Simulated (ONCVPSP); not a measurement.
**What the settings do to the ONCV potential of Ta**

Base potential:

```json
{
 "Element": "tantalum (Ta)",
 "Generator": "ONCVPSP 4.0.1",
 "Type": "optimised norm-conserving Vanderbilt (ONCV)",
 "Functional": "PBE",
 "Relativity": "scalar-relativistic",
 "Frozen core": "[Xe] 4f14",
 "Valence charge": "5",
 "Reference configuration": "5d3 6s0.5 (charge +1.5)",
 "Partial waves": "6s: rc 2.85 bohr, ncon 4, nbas 7, qcut 2.2 1/bohr, 2 projectors, debl 3.2 Ha; p scattering state at 0.37 Ha: rc 2.55 bohr, ncon 3, nbas 8, qcut 3 1/bohr, 2 projectors, debl 3 Ha; 5d: rc 3.00 bohr, ncon 3, nbas 8, qcut 4.3 1/bohr, 1 projector",
 "Local potential": "polynomial inside 1.80 bohr (lpopt 5, dvloc0 0 Ha)",
 "Core correction": "Teter function, fcfact 4.75, rcfact 1.65"
}
```

In the p channel the program set the typed energies aside and used 0.050, 3.050 Ha.

All-electron outer shells of the reference configuration (PBE, scalar-relativistic, ld1.x):

| shell | level (eV) | outermost node (bohr) | outermost maximum (bohr) |
| --- | --- | --- | --- |
| 4f | -35.95 | – | 0.44 |
| 6s | -14.95 | 1.32 | 2.61 |
| 5d | -14.29 | 0.65 | 1.56 |

Cutoffs, loose and tight: the cutoffs (Ha) at which the residual kinetic energy of the hardest occupied pseudo-wave falls to 1 and 0.1 mHa per electron. They do not see the model core or the augmentation charge, which bear on the density cutoff. Test errors are all-electron minus pseudo excitation energies from the reference, over the configurations 5d3 6s2; 5d3 6s1; 5d3 6s0; 5d3 6s0 6p1. A dash means not determined; rows that change the core or the reference have their own tests. The largest error is taken over the tests solved by every variant that gives reliable tests at all: 5d3 6s0; 5d3 6s0 6p1; 5d3 6s1.

For the base: The cutoffs count occupied waves only; projector 2 of the s channel, the hardest unoccupied one, needs 20 Ha at the loose tolerance.

A true bound ghost makes a file unfit for plane-wave use even where its test errors are small: the radial tests pick states by their node count and pass the ghost by.

```tsv
change	outcome	cutoff, loose	cutoff, tight	bound ghosts	GHOST(+) flags above zero	largest test error (meV)
base	generated, projector energies reset by the program	7.4 Ha	13 Ha	none	s, p, d	-45
local potential polynomial inside 1.80 bohr (lpopt 5, dvloc0 -2.5 Ha)	generated, projector energies reset by the program	7.4 Ha	13 Ha	s	s, p	-45
local potential polynomial inside 1.80 bohr (lpopt 5, dvloc0 -1 Ha)	generated, projector energies reset by the program	7.4 Ha	13 Ha	s	p	-45
local potential polynomial inside 1.80 bohr (lpopt 5, dvloc0 1 Ha)	generated, projector energies reset by the program	7.4 Ha	13 Ha	none	s, p	-45
local potential polynomial inside 1.80 bohr (lpopt 5, dvloc0 2.5 Ha)	generated, projector energies reset by the program	7.4 Ha	13 Ha	none	s, p	-45
local potential polynomial inside 1.80 bohr (lpopt 5, dvloc0 3.5 Ha)	generated, projector energies reset by the program	7.4 Ha	13 Ha	none	s, p	-45
local potential polynomial inside 1.80 bohr (lpopt 5, dvloc0 5 Ha)	generated, projector energies reset by the program	7.4 Ha	13 Ha	none	s, p	-45
local potential polynomial inside 1.80 bohr (lpopt 5, dvloc0 6.5 Ha)	generated, projector energies reset by the program	7.4 Ha	13 Ha	none	s, p	-45
local potential polynomial inside 1.80 bohr (lpopt 5, dvloc0 8 Ha)	generated, projector energies reset by the program	7.4 Ha	13 Ha	none	s	-45
local potential polynomial inside 1.80 bohr (lpopt 5, dvloc0 9.5 Ha)	generated, projector energies reset by the program	7.4 Ha	13 Ha	none	s	-45
```

Reading the sweep of the dvloc0 (base included, trends over the rows without a ghost): The loose cutoff stays near 7.4 Ha. The median size of the test errors (rows with all tests solved) stays near 41.4 meV. Bound ghosts are found at -2.5, -1 Ha.
